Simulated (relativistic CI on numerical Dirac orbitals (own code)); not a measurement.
## Sb XXXIII: q coefficients and field-shift factors

These numbers are calculated, not measured: Dirac-Coulomb-Breit CI, separate exchange-only KLI orbitals for each configuration, derivatives by finite differences, unscaled Slater integrals, QED left out (own radial code, finite nucleus).

Configurations in the expansion (outside the closed core [Ne]): 3s2.3p6.3d, 3s2.3p5.3d2, 3s.3p6.3d2, 3s2.3p6.4s, 3s2.3p6.4p, 3p6.3d3, 3p5.3d4. Double excitations out of closed p, d and f shells are left out; levels of such configurations are missing from the list, as are those of other unlisted configurations, and high levels can miss mixing partners.

With x = (α/α₀)² − 1 an excitation energy changes as ω = ω₀ + qx; K = 2q/ω₀ is the relative enhancement. Terms are leading LS components, so labels can repeat. The field-shift factor is F = δν/δ⟨r²⟩ for the transition from the lowest level.

Lowest level 3s2.3p6.3d 2D_3/2.

| Level | ω₀ (cm⁻¹) | q (cm⁻¹) | K | F (GHz/fm²) |
| --- | --- | --- | --- | --- |
| 3s2.3p6.3d 2D_5/2 | 101699 | 101700 | 2 | 0.813 |
| 3s2.3p5.3d2 4D°_1/2 | 1213389 | 55430 | 0.0914 | 3.19 |
| 3s2.3p5.3d2 4D°_3/2 | 1224127 | 49120 | 0.0803 | 3.25 |
| 3s2.3p5.3d2 4F°_5/2 | 1258638 | 53780 | 0.0855 | 3.39 |
| 3s2.3p5.3d2 4G°_7/2 | 1283865 | 43990 | 0.0685 | 3.32 |
| 3s2.3p5.3d2 4D°_5/2 | 1313504 | 122100 | 0.186 | 3.86 |
| 3s2.3p5.3d2 4D°_7/2 | 1337925 | 145600 | 0.218 | 3.98 |
| 3s2.3p5.3d2 4G°_9/2 | 1338075 | 131800 | 0.197 | 4.06 |
| 3s2.3p5.3d2 4P°_3/2 | 1359580 | 80120 | 0.118 | 3.18 |
| 3s2.3p5.3d2 2D°_3/2 | 1364991 | 130800 | 0.192 | 3.85 |
| 3s2.3p5.3d2 4P°_5/2 | 1373461 | 139900 | 0.204 | 4.03 |
| 3s2.3p5.3d2 4G°_11/2 | 1373979 | 159500 | 0.232 | 4.37 |
| 3s2.3p5.3d2 2G°_7/2 | 1396761 | 135100 | 0.193 | 4.06 |
| 3s2.3p5.3d2 4P°_1/2 | 1422636 | 146900 | 0.207 | 3.77 |
| 3s2.3p5.3d2 2F°_7/2 | 1445925 | 139100 | 0.192 | 4.23 |
| 3s2.3p5.3d2 4F°_9/2 | 1449642 | 179000 | 0.247 | 4.49 |
| 3s2.3p5.3d2 2D°_5/2 | 1451582 | 164600 | 0.227 | 4.35 |
| 3s2.3p5.3d2 2D°_3/2 | 1468203 | 153900 | 0.21 | 3.78 |
| 3s2.3p5.3d2 2H°_11/2 | 1472192 | 194600 | 0.264 | 4.77 |
| 3s2.3p5.3d2 2D°_5/2 | 1485847 | 214000 | 0.288 | 4.43 |
| 3s2.3p5.3d2 2F°_7/2 | 1518060 | 229200 | 0.302 | 4.66 |
| 3s2.3p5.3d2 2G°_9/2 | 1534631 | 186500 | 0.243 | 4.64 |
| 3s2.3p5.3d2 2P°_1/2 | 1534891 | 241700 | 0.315 | 4.41 |

At this charge energies of transitions that change n are usually good to better than 1 %, and those within a shell (Δn = 0) to a few per cent.
